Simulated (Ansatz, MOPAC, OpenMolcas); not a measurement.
# SnSiH6O (SMILES [SiH3][O][SnH3]): the HOMO–LUMO gap, rung by rung

SnSiH6O has 9 atoms, charge 0, and is taken as a singlet. As SMILES, `[SiH3][O][SnH3]`. The shape is that of a PBE0-D4/def2-TZVP optimisation.

Each level gives the HOMO–LUMO gap (eV). The values are calculated.

| level | kind | program | value (eV) | CPU time |
| --- | --- | --- | --- | --- |
| AM1 | semi-empirical | MOPAC | 9.90 | under 2 s |
| HF/def2-SVP (core potential) | Hartree–Fock | Ansatz | 14.29 | 2.1 s |
| SVWN5/def2-SVP (core potential) | LDA | Ansatz | 5.16 | 2.9 s |
| BLYP/def2-SVP (core potential) | GGA | Ansatz | 5.36 | 4 s |
| TPSS/def2-SVP (core potential) | meta-GGA | OpenMolcas | 5.74 | 80 s |
| B3LYP/def2-SVP (core potential) | global hybrid | Ansatz | 7.21 | 4.9 s |
| BHLYP/def2-SVP (core potential) | global hybrid | Ansatz | 9.90 | 5.3 s |
| wB97M-V/def2-SVP (core potential) | range-separated hybrid | Ansatz | 11.70 | 38 s |
| PBE-QIDH/def2-SVP (core potential) | double hybrid | Ansatz | 11.69 | 7.4 s |

The values span 5.16 to 14.29 eV. Orbital gaps aren't excitation energies, and those of double hybrids come from the SCF part alone; they tend to grow with the share of exact exchange. Times are those of the runs behind each value, whatever else they computed, on shared processors of several kinds: orders of magnitude only.
